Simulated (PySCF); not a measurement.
## Radial density of Pb²⁺ (lead, charge +2)

MN15, [Xe] 4f14 5d10 6s1 6p1, high-spin 3P determinant (an excited configuration). All numbers are calculated (PySCF 2.14, the spin-free X2C one-electron Hamiltonian (Gaussian nucleus), in aug-cc-pwCVTZ-DK3 (11s10p8d5f1g, 125 functions)).

```tsv
r (bohr)	4πr²ρ (e/bohr)	4πr²(ρα − ρβ)
0.0157	105.7	0.0051
0.0265	108.9	0.0143
0.0445	153.4	0.0244
0.0749	126.9	-0.0113
0.126	142.7	0.0469
0.212	92.51	0.0038
0.356	97.36	0.0545
0.599	39.57	0.1639
1.01	21.65	-0.0658
1.70	6.016	0.9188
2.85	0.9396	0.7008
4.80	0.04884	0.0485
8.07	0.0001376	0.0001
```

Densities and radii are taken from the X2C orbitals without a picture-change correction, which distorts them close to the nucleus.

Spin-orbit coupling, absent here, splits the open shell strongly.

**Question.** Where is the radial spin density 4πr²(ρα − ρβ) most negative, and why is it negative at all?

**Answer.** Around r = 1.01 bohr, down to -0.0658 e/bohr: exchange with the open shell polarises the paired shells in an unrestricted calculation.
